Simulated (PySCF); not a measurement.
# The 19-electron isoelectronic series, spin-free X2C

All values are computed (PySCF 2.14, energy differences of UHF-based or UKS calculations, no spin-orbit coupling). Each ion has its own even-tempered basis scaled to its charge (18s12p7d4f3g for the first); frozen: [Ne]. Ionisation energies in eV, correlation energies of the ion in mhartree.

```csv
ion,configuration,UHF,LDA,PBE,PBE0,r2SCAN,MP2 (outer shells),E_corr MP2,"NIST (with spin-orbit, Breit and QED)"
Gd(45+),[Ar] 3d1 (2D),3638.3,3639.0,3640.2,3640.1,3640.9,3638.0,-483.0,3660 ± 4 (t)
Dy(47+),[Ar] 3d1 (2D),3945.2,3945.8,3947.0,3946.9,3947.8,3944.8,-487.4,3970 ± 4 (t)
Ho(48+),[Ar] 3d1 (2D),4103.3,4103.9,4105.2,4105.1,4106.0,4103.0,-489.0,4131 ± 4 (t)
Er(49+),[Ar] 3d1 (2D),4264.4,4265.0,4266.3,4266.2,4267.1,4264.1,-490.6,4294 ± 4 (t)
Tm(50+),[Ar] 3d1 (2D),4428.9,4429.4,4430.8,4430.7,4431.6,4428.5,-492.1,4461 ± 4 (t)
Yb(51+),[Ar] 3d1 (2D),4596.2,4596.7,4598.2,4598.1,4599.0,4595.9,-493.5,4630 ± 4 (t)
Lu(52+),[Ar] 3d1 (2D),4766.9,4767.3,4768.8,4768.7,4769.7,4766.6,-495.0,4803 ± 4 (t)
Hf(53+),[Ar] 3d1 (2D),4940.7,4941.1,4942.6,4942.5,4943.5,4940.3,-495.9,4980 ± 5 (t)
Ta(54+),[Ar] 3d1 (2D),5117.5,5117.9,5119.5,5119.4,5120.4,5117.2,-496.8,5159 ± 5 (t)
```

Problem. Interpolate the row of Tb(46+).

Solution. configuration [Ar] 3d1 (2D); UHF 3790.1; LDA 3790.8; PBE 3792.0; PBE0 3791.9; r2SCAN 3792.8; MP2 (outer shells) 3789.8; E_corr MP2 -484.9; NIST (with spin-orbit, Breit and QED) 3814 ± 4 (t).

Each ion has its own basis, which adds noise of up to about 0.1 % along the series.

NIST values marked (s) are semi-empirical, (t) theoretical. Open shells are high-spin determinants of the terms that Hund's rules give.

Spin-orbit coupling of the open shells is absent from the calculated values and included in NIST's; it grows fast with Z.
